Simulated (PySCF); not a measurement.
lithium fluoride (FLi), singlet, at a GFN2-xTB geometry (such geometries of metal compounds can be far from the true shape). Base run: HF/pcseg-1 (PySCF).

Geometry (Å):
```xyz
2

Li     0.0000     0.0000    -1.1404
F      0.0000     0.0000     0.3801
```
Charge 0, spin multiplicity 1.
All else is at PySCF's defaults.

Each row names what was changed in the base input (with any setting that the change needs).

```csv
change,basis functions,E (Eh),HOMO (eV),HOMO-LUMO gap (eV),dipole (D)
base,23,-106.90721,-12.89,12.99,6.26
basis = jorge-DZP-DKH; relativity = spin-free X2C,30,-107.04870,-12.95,12.81,6.62
basis = jorge-DZP-DKH; relativity = none,30,-106.95491,-12.97,12.82,6.63
basis = cc-pVTZ-DK; relativity = spin-free X2C,60,-107.06653,-13.02,12.96,6.23
basis = cc-pVTZ-DK; relativity = none,60,-106.97061,-13.03,12.97,6.23
basis = x2c-TZVPall; relativity = spin-free X2C; nucleus = Gaussian (with mol.nucmod = 'G'),45,-107.07101,-12.94,13.04,6.34
basis = cc-pVTZ-DK; relativity = spin-free X2C; nucleus = Gaussian (with mol.nucmod = 'G'),60,-107.06651,-13.02,12.96,6.23
basis = x2c-TZVPall; relativity = none,45,-106.97721,-12.96,13.05,6.34
basis = jorge-DZP-DKH; relativity = spin-free X2C; nucleus = Gaussian (with mol.nucmod = 'G'),30,-107.04868,-12.95,12.81,6.62
basis = x2c-TZVPall; relativity = spin-free X2C,45,-107.07103,-12.94,13.04,6.34
```

Total energies compare only within one method and basis.

Basis sets contracted for a relativistic Hamiltonian are a mismatch without it, so the rows without relativity aren't non-relativistic limits. No row has spin-orbit coupling; sets with core potentials leave out the core electrons.
